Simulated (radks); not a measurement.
Neutral platinum inside a hard spherical wall (all orbitals vanish at R), configuration held at [Xe] 4f14 5d9 6s1 and not refilled when levels cross. Calculated with a radial shooting solver on a logarithmic mesh with Libxc functionals: scalar-relativistic Kohn-Sham, LDA (Slater exchange, Perdew-Wang correlation), spin-polarised, spherical densities, finite nucleus; open shells are filled with parallel spins first (spin-orbit coupling, left out, can overturn this in heavy ions); Fermi nuclear charge, rms radius 5.427 fm. Eigenvalues in eV for spin up, with the zero of energy where the potential of the charges vanishes at infinity; a dash marks a level that is unbound or too diffuse for the functional's potential to be trusted. A positive occupied level is held by the wall or, in an anion where self-interaction has pushed it up, behind a barrier. The pressure on the wall is -dE/dV.

| R (bohr) | E (hartree) | kinetic (hartree) | e(4f) | e(5p) | e(5d) | e(6s) | e(6p, empty) | e(7s, empty) | pressure (GPa) |
|---|---|---|---|---|---|---|---|---|---|
| free | -18399.4313 | 20504.357 | -70.516 | -56.506 | -6.703 | -6.310 | -1.155 | - | 0 |
| 15 | -18399.4313 | 20504.357 | -70.516 | -56.506 | -6.703 | -6.310 | -1.151 | 0.411 | < 0.0001 |
| 10 | -18399.4312 | 20504.358 | -70.508 | -56.498 | -6.696 | -6.303 | -1.048 | 1.712 | 0.00270 |
| 7 | -18399.4264 | 20504.400 | -70.274 | -56.269 | -6.488 | -6.082 | -0.263 | 6.247 | 0.319 |
| 4 | -18399.0895 | 20506.149 | -64.662 | -51.142 | -1.782 | 0.306 | 10.515 | 42.485 | 77.1 |
| 3.5 | -18398.6747 | 20507.983 | -60.419 | -47.475 | 1.833 | 6.010 | 18.820 | 65.447 | 237 |
| 2.5 | -18394.8166 | 20523.457 | -38.243 | -29.309 | 22.596 | 45.228 | 70.623 | 187.23 | 3520 |
| 2 | -18385.4469 | 20558.954 | -7.446 | -2.755 | 56.171 | 117.53 | 157.30 | 366.01 | 19800 |
| 1.5 | -18345.6246 | 20697.178 | 67.966 | 78.825 | 158.40 | 344.83 | 410.55 | 843.30 | 168000 |
